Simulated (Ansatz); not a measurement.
Input for Ansatz (a program for electronic structure): U-MP2/cc-pVTZ on BHN (SMILES [B]=N), 2S+1 = 2.

Ansatz 0.2 input:
```yaml
crystal:
  periodic: [false, false, false]
  atoms:
    - {symbol: B, position_ang: [-0.00000000, -0.00000000, -0.83579029]}
    - {symbol: N, position_ang: [-0.00000000, 0.00000000, 0.39939818]}
    - {symbol: H, position_ang: [0.00000000, -0.00000000, 1.39006860]}
basis:
  gaussian:
    orbitals: cc-pVTZ
magnetization: {spin_polarized: true, initial_magnetization: 1}
correlation: {method: mp2, electrons: outside_noble_gas}
accuracy: high
phonons: {}
scf: {omitted_lower_state_checks: [cluster_reference]}
```

Program output:

```
Functional definition: HF
[...]
these checks for a lower state are left out or cut short: cluster_reference
integrals: 0.06 GiB planned
1135 factors; integrals over basis functions are off by at most 1.7e-9 eV
mean field: 0.15 GiB planned
mean field evaluation 1: about -2164.1545 eV, gradient 2.8e1 eV
mean field evaluation 2: about -2164.1550 eV, gradient 2.8e1 eV
mean field evaluation 4: about -2167.9794 eV, gradient 2.9e0 eV
mean field evaluation 8: about -2168.1788 eV, gradient 3.6e-1 eV
mean field evaluation 16: about -2162.0121 eV, gradient 2.2e1 eV
mean field evaluation 32: about -2165.8637 eV, gradient 2.9e0 eV
mean field -2168.18839173 eV, -79.6794537450 hartree, gradient 3.7e-8 eV, S^2 0.837652; 5 other end points of the search recorded, 0 dependent functions left out
2 core orbitals not correlated
reference -2168.18839173 eV, -79.6794537450 hartree; 5, 4 occupied and 67, 68 virtual orbitals, 1135 factors
densities: 0.19 GiB planned
second order -7.28750789 eV of doubles, -0.00000000 eV of singles
the calculation of the forces begins
these checks for a lower state are left out or cut short: starts, cluster_reference, orbital_swaps, neighbouring_geometries, increment
integrals: 0.06 GiB planned
1135 factors; integrals over basis functions are off by at most 1.7e-9 eV
mean field: 0.15 GiB planned
mean field -2168.18838752 eV, -79.6794535905 hartree, gradient 9.0e-8 eV, S^2 0.837654; 0 other end points of the search recorded, 0 dependent functions left out
2 core orbitals not correlated
reference -2168.18838752 eV, -79.6794535905 hartree; 5, 4 occupied and 67, 68 virtual orbitals, 1135 factors
densities: 0.19 GiB planned
second order -7.28751065 eV of doubles, -0.00000000 eV of singles
the calculation of the forces begins
these checks for a lower state are left out or cut short: starts, cluster_reference, orbital_swaps, neighbouring_geometries, increment
integrals: 0.06 GiB planned
1135 factors; integrals over basis functions are off by at most 1.7e-9 eV
mean field: 0.15 GiB planned
mean field evaluation 64: about -2168.1878 eV, gradient 4.7e-5 eV
mean field -2168.18838752 eV, -79.6794535905 hartree, gradient 9.0e-8 eV, S^2 0.837654; 0 other end points of the search recorded, 0 dependent functions left out
2 core orbitals not correlated
reference -2168.18838752 eV, -79.6794535905 hartree; 5, 4 occupied and 67, 68 virtual orbitals, 1135 factors
densities: 0.19 GiB planned
second order -7.28751065 eV of doubles, -0.00000000 eV of singles
the calculation of the forces begins
these checks for a lower state are left out or cut short: starts, cluster_reference, orbital_swaps, neighbouring_geometries, increment
integrals: 0.06 GiB planned
1135 factors; integrals over basis functions are off by at most 1.7e-9 eV
mean field: 0.15 GiB planned
mean field -2168.18838752 eV, -79.6794535905 hartree, gradient 9.0e-8 eV, S^2 0.837654; 0 other end points of the search recorded, 0 dependent functions left out
2 core orbitals not correlated
reference -2168.18838752 eV, -79.6794535905 hartree; 5, 4 occupied and 67, 68 virtual orbitals, 1135 factors
densities: 0.19 GiB planned
second order -7.28751065 eV of doubles, -0.00000000 eV of singles
the calculation of the forces begins
these checks for a lower state are left out or cut short: starts, cluster_reference, orbital_swaps, neighbouring_geometries, increment
integrals: 0.06 GiB planned
1135 factors; integrals over basis functions are off by at most 1.7e-9 eV
mean field: 0.15 GiB planned
mean field -2168.18838752 eV, -79.6794535905 hartree, gradient 9.0e-8 eV, S^2 0.837654; 0 other end points of the search recorded, 0 dependent functions left out
2 core orbitals not correlated
reference -2168.18838752 eV, -79.6794535905 hartree; 5, 4 occupied and 67, 68 virtual orbitals, 1135 factors
densities: 0.19 GiB planned
second order -7.28751065 eV of doubles, -0.00000000 eV of singles
the calculation of the forces begins
these checks for a lower state are left out or cut short: starts, cluster_reference, orbital_swaps, neighbouring_geometries, increment
integrals: 0.06 GiB planned
1135 factors; integrals over basis functions are off by at most 1.7e-9 eV
mean field: 0.15 GiB planned
mean field evaluation 96: about -2168.1907 eV, gradient 1.3e-6 eV
me
[...]
rch recorded, 0 dependent functions left out
2 core orbitals not correlated
reference -2168.18837918 eV, -79.6794532839 hartree; 5, 4 occupied and 67, 68 virtual orbitals, 1135 factors
densities: 0.19 GiB planned
second order -7.28751311 eV of doubles, -0.00000000 eV of singles
the calculation of the forces begins
these checks for a lower state are left out or cut short: starts, cluster_reference, orbital_swaps, neighbouring_geometries, increment
integrals: 0.06 GiB planned
1135 factors; integrals over basis functions are off by at most 1.7e-9 eV
mean field: 0.15 GiB planned
mean field evaluation 160: about -2168.1869 eV, gradient 8.9e-8 eV
mean field -2168.18689430 eV, -79.6793987155 hartree, gradient 8.9e-8 eV, S^2 0.839384; 0 other end points of the search recorded, 0 dependent functions left out
2 core orbitals not correlated
reference -2168.18689430 eV, -79.6793987155 hartree; 5, 4 occupied and 67, 68 virtual orbitals, 1135 factors
densities: 0.19 GiB planned
second order -7.28853344 eV of doubles, -0.00000000 eV of singles
the calculation of the forces begins
these checks for a lower state are left out or cut short: starts, cluster_reference, orbital_swaps, neighbouring_geometries, increment
integrals: 0.06 GiB planned
1135 factors; integrals over basis functions are off by at most 1.7e-9 eV
mean field: 0.15 GiB planned
mean field -2168.18900290 eV, -79.6794762053 hartree, gradient 9.0e-8 eV, S^2 0.835962; 0 other end points of the search recorded, 0 dependent functions left out
2 core orbitals not correlated
reference -2168.18900290 eV, -79.6794762053 hartree; 5, 4 occupied and 67, 68 virtual orbitals, 1135 factors
densities: 0.19 GiB planned
second order -7.28642545 eV of doubles, -0.00000000 eV of singles
the calculation of the forces begins
these checks for a lower state are left out or cut short: starts, cluster_reference, orbital_swaps, neighbouring_geometries, increment
integrals: 0.06 GiB planned
1135 factors; integrals over basis functions are off by at most 1.7e-9 eV
mean field: 0.15 GiB planned
mean field -2168.18838733 eV, -79.6794535833 hartree, gradient 9.0e-8 eV, S^2 0.837652; 0 other end points of the search recorded, 0 dependent functions left out
2 core orbitals not correlated
reference -2168.18838733 eV, -79.6794535833 hartree; 5, 4 occupied and 67, 68 virtual orbitals, 1135 factors
densities: 0.19 GiB planned
second order -7.28751004 eV of doubles, -0.00000000 eV of singles
the calculation of the forces begins
these checks for a lower state are left out or cut short: starts, cluster_reference, orbital_swaps, neighbouring_geometries, increment
integrals: 0.06 GiB planned
1135 factors; integrals over basis functions are off by at most 1.7e-9 eV
mean field: 0.15 GiB planned
mean field -2168.18838733 eV, -79.6794535833 hartree, gradient 9.0e-8 eV, S^2 0.837652; 0 other end points of the search recorded, 0 dependent functions left out
2 core orbitals not correlated
reference -2168.18838733 eV, -79.6794535833 hartree; 5, 4 occupied and 67, 68 virtual orbitals, 1135 factors
densities: 0.19 GiB planned
second order -7.28751004 eV of doubles, -0.00000000 eV of singles
the calculation of the forces begins
mean field evaluation 192: about -2168.1884 eV, gradient 9.0e-8 eV
these checks for a lower state are left out or cut short: starts, cluster_reference, orbital_swaps, neighbouring_geometries, increment
integrals: 0.06 GiB planned
1135 factors; integrals over basis functions are off by at most 1.7e-9 eV
mean field: 0.15 GiB planned
mean field -2168.18838733 eV, -79.6794535833 hartree, gradient 9.0e-8 eV, S^2 0.837652; 0 other end points of the search recorded, 0 dependent functions left out
2 core orbitals not correlated
reference -2168.18838733 eV, -79.6794535833 hartree; 5, 4 occupied and 67, 68 virtual orbitals, 1135 factors
densities: 0.19 GiB planned
second order -7.28751004 eV of doubles, -0.00000000 eV of singles
the calculation of the forces begins
these checks for a lower state are left out or cut short: starts, cluster_reference, orbital_swaps, neighbouring_geometries, increment
integrals: 0.06 GiB planned
1135 factors; integrals over basis functions are off by at most 1.7e-9 eV
mean field: 0.15 GiB planned
mean field -2168.18838733 eV, -79.6794535833 hartree, gradient 9.0e-8 eV, S^2 0.837652; 0 other end points of the search recorded, 0 dependent functions left out
2 core orbitals not correlated
reference -2168.18838733 eV, -79.6794535833 hartree; 5, 4 occupied and 67, 68 virtual orbitals, 1135 factors
densities: 0.19 GiB planned
second order -7.28751004 eV of doubles, -0.00000000 eV of singles
the calculation of the forces begins
these checks for a lower state are left out or cut short: starts, cluster_reference, orbital_swaps, neighbouring_geometries, increment
integrals: 0.06 GiB planned
1135 factors; integrals over basis functions are off by at most 1.7e-9 eV
mean field: 0.15 GiB planned
mean field -2168.18668869 eV, -79.6793911597 hartree, gradient 8.9e-8 eV, S^2 0.837769; 0 other end points of the search recorded, 0 dependent functions left out
2 core orbitals not correlated
reference -2168.18668869 eV, -79.6793911597 hartree; 5, 4 occupied and 67, 68 virtual orbitals, 1135 factors
densities: 0.19 GiB planned
second order -7.28904884 eV of doubles, -0.00000000 eV of singles
the calculation of the forces begins
these checks for a lower state are left out or cut short: starts, cluster_reference, orbital_swaps, neighbouring_geometries, increment
integrals: 0.06 GiB planned
1135 factors; integrals over basis functions are off by at most 1.7e-9 eV
mean field: 0.15 GiB planned
mean field evaluation 224: about -2168.1892 eV, gradient 4.4e-5 eV
mean field -2168.18976486 eV, -79.6795042069 hartree, gradient 9.0e-8 eV, S^2 0.837535; 0 other end points of the search recorded, 0 dependent functions left out
2 core orbitals not correlated
reference -2168.18976486 eV, -79.6795042069 hartree; 5, 4 occupied and 67, 68 virtual orbitals, 1135 factors
densities: 0.19 GiB planned
second order -7.28597186 eV of doubles, -0.00000000 eV of singles
the calculation of the forces begins
Total energy: -2175.47589962 eV, -79.9472647204 hartree
Atom 0 at    -0.000000    -0.000000    -0.835790 Å, force    -0.000000    -0.000000     0.000359 eV/Å
Atom 1 at     0.000000     0.000000     0.399398 Å, force     0.000000     0.000000    -0.000181 eV/Å
Atom 2 at     0.000000     0.000000     1.390069 Å, force    -0.000000    -0.000000    -0.000177 eV/Å
Dipole moment:    -0.000000    -0.000000     0.040681 e Å
Vibrations: 502.05 502.05 2043.99 3904.07 cm⁻¹, zero-point energy 0.430979 eV
Checks for a lower state left out: cluster_reference
```

The calculation finished and met its thresholds.

Cost: around 40 core-seconds (rough).
